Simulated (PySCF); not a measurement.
Here is a job for PySCF.
```python
from pyscf import gto, scf, dft, tdscf

mol = gto.Mole()
mol.atom = '''
    Si   -0.20058156   -0.22171187    0.46080281
    C     1.23550031   -1.46516200    0.46262889
    C    -1.67140914   -0.90079669   -0.53117133
    Cl    0.43271820    1.49896905   -0.41447616
    H    -0.60387887    0.11185755    1.82989465
    H     0.94523631   -2.40037188    0.93127316
    H     2.09276624   -1.07764331    1.00582478
    H     1.56631398   -1.69218619   -0.54775776
    H    -2.49049841   -0.18782007   -0.56107970
    H    -2.05092057   -1.81867953   -0.09303854
    H    -1.39163332   -1.11791208   -1.55900655
'''
mol.basis = '6-31g'
mol.verbose = 3
mol.build()

mf = dft.RKS(mol)
mf.xc = 'lc_wpbe'
mf.kernel()
td = mf.TDDFT()
td.nstates = 5
td.kernel()
td.analyze()
```

Q: What does this run give for the total energy, excitation energies found, HOMO energy, nuclear repulsion energy, dipole moment, HOMO-LUMO gap?

A: 
| Quantity | Result |
|---|---|
| total energy | -829.8060 Eh |
| excitation energies found | 8.52, 8.56, 9.99, 10.13, 10.18 eV |
| HOMO energy | -11.18 eV |
| nuclear repulsion energy | 218.7857 Eh |
| dipole moment | 3.03 D |
| HOMO-LUMO gap | 14.41 eV |
